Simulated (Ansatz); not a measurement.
FGeH$_{5}$OSi (`[F][GeH2][O][SiH3]`). Charge 0, multiplicity 1. Correlated methods include outer-core shells of Ge, which these sets cover unevenly. Scalar relativity is left out up to krypton.

Z-matrix (Å, degrees):
```
Ge
O 1 1.752
F 1 1.735 2 106.4
H 1 1.532 2 110.5 3 -115.0
H 1 1.527 2 107.7 3 115.2
Si 2 1.642 1 135.5 3 55.0
H 6 1.489 2 110.4 1 32.0
H 6 1.484 2 107.8 1 151.6
H 6 1.484 2 110.6 1 -88.7
```

(1) Give the diagnostics of a CCSD(T)/def2-TZVPP run (frozen core, the Gaussian-basis code of Ansatz). (Best estimate.)

## Answers

(1) Ansatz gave: T1 = 0.0121, largest single amplitude 0.015, largest double 0.022, (T) share of the correlation energy 3.1 %, 9 CCSD cycles. The RHF solution is stable towards an unrestricted one. T1 lies under the customary mark of 0.02 for closed shells.
